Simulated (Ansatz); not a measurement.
Relaxation of a periodic cell of 36 atoms, H$_{6}$C$_{2}$O (contents 4 H2CO + 4 CH4, density as packed 0.77 g/cm³ with natural masses), to a largest force component of 0.3 eV/Å in at most 15 steps.

Computed with DFT PBE-D3(BJ), scalar-relativistic, plane waves, PAW (Ansatz). Settings: accuracy low, cutoff 420 eV, k mesh 1x1x1, fermi-dirac smearing 0.02 eV, no spin polarisation.

```xyz
36
Lattice="7.3484 0.0000 0.0000 0.0000 7.3484 0.0000 0.0000 0.0000 7.3484" Properties=species:S:1:pos:R:3:forces:R:3
O 7.158 1.065 6.076 0.09 0.98 -1.20
C 7.014 0.892 4.877 0.21 -0.21 1.30
H 6.987 1.732 4.161 -0.02 0.34 -0.14
H 6.901 -0.114 4.438 -0.08 0.15 0.28
O 3.775 4.669 1.948 0.34 -0.55 0.63
C 4.415 3.981 2.726 -0.64 0.21 -0.67
H 4.532 2.892 2.588 0.01 -0.38 -0.13
H 4.915 4.407 3.613 -0.01 -0.16 -0.02
O 6.474 6.211 -0.507 -0.37 -1.40 0.57
C 5.830 5.441 0.186 0.43 0.32 -0.47
H 5.450 4.480 -0.201 -0.17 -0.24 -0.24
H 5.590 5.661 1.241 0.07 0.11 -0.11
O 6.357 0.004 2.403 -0.08 0.25 -0.65
C 7.343 0.037 1.686 -0.38 1.28 -0.85
H 7.321 0.483 0.676 0.07 0.13 0.26
H 8.316 -0.376 2.005 0.36 -0.15 0.04
C 2.960 5.471 4.917 -0.22 0.02 -0.23
H 3.942 5.468 4.444 -0.08 0.34 0.21
H 2.208 5.151 4.197 0.45 -0.03 0.07
H 2.727 6.478 5.262 -0.22 -0.26 -0.15
H 2.964 4.788 5.766 0.05 -0.01 0.05
C 3.852 0.440 6.628 0.24 0.26 0.20
H 3.192 0.190 7.458 -0.15 -0.05 0.13
H 4.629 1.121 6.974 0.11 0.10 0.12
H 3.275 0.918 5.837 -0.12 0.17 -0.11
H 4.312 -0.470 6.243 0.00 0.37 0.10
C 1.301 3.594 0.252 -0.07 -0.13 -0.07
H 1.576 3.002 1.125 0.08 -0.10 0.14
H 0.729 2.976 -0.440 -0.11 -0.12 -0.09
H 2.204 3.952 -0.242 0.03 0.00 0.17
H 0.697 4.444 0.566 0.12 0.10 0.00
C 0.118 5.150 3.463 -0.07 -0.46 0.41
H 0.486 6.168 3.338 0.06 -0.70 0.41
H 0.394 4.553 2.594 0.09 -0.10 -0.10
H -0.967 5.165 3.563 0.24 0.15 0.02
H 0.558 4.712 4.359 -0.25 -0.19 0.10
```

**Question.** Where does it end, and by what steps?

**Answer.** It converged. The threshold is loose, so the end isn't yet a minimum. Limits of this set-up: coarse k mesh, low accuracy level. After 12 steps the energy has fallen by 2.409 eV; H8 moved furthest, 1.55 Å.

```
step  energy less start (eV)  largest force component (eV/Å)  accepted
   0                  0.0000                           1.399       yes
   1                 -0.6921                           1.678       yes
   2                 -1.0055                           2.192       yes
   3                 -1.4679                           1.363       yes
   4                 -1.7407                           1.718       yes
   5                 -1.9558                           1.261       yes
   6                 -2.1294                           0.572       yes
   7                 -2.2526                           0.306       yes
   8                 -2.3049                           0.833       yes
   9                 -2.3535                           0.319       yes
  10                 -2.3170                           1.256        no
  11                 -2.3855                           0.319       yes
  12                 -2.4088                           0.270       yes
```

```xyz
36
Lattice="7.3484 0.0000 0.0000 0.0000 7.3484 0.0000 0.0000 0.0000 7.3484" Properties=species:S:1:pos:R:3
O 6.587 1.971 5.617
C 7.031 1.291 4.713
H 7.384 1.747 3.754
H 7.128 0.184 4.782
O 4.321 3.525 2.187
C 4.435 2.697 3.067
H 4.468 1.607 2.840
H 4.563 2.988 4.138
O 6.762 5.930 -0.476
C 5.807 5.340 -0.009
H 5.400 4.426 -0.495
H 5.307 5.689 0.922
O 6.241 0.334 1.927
C 7.183 0.391 1.148
H 7.145 1.018 0.236
H 8.147 -0.135 1.366
C 3.185 5.679 4.788
H 4.103 6.267 4.690
H 2.952 5.213 3.826
H 2.362 6.327 5.104
H 3.316 4.902 5.549
C 3.676 1.026 6.925
H 2.941 0.425 7.477
H 4.083 1.808 7.576
H 3.180 1.484 6.059
H 4.492 0.386 6.584
C 1.604 3.620 0.449
H 1.624 2.863 1.241
H 0.805 3.396 -0.265
H 2.572 3.606 -0.056
H 1.442 4.608 0.891
C -0.148 4.820 3.537
H 0.539 5.659 3.390
H 0.167 3.998 2.887
H -1.159 5.136 3.268
H -0.114 4.512 4.588
```

Time of the run: 37 s on 1 thread of Arm Neoverse V2, with other jobs on the host, peak memory 0.41 GiB.
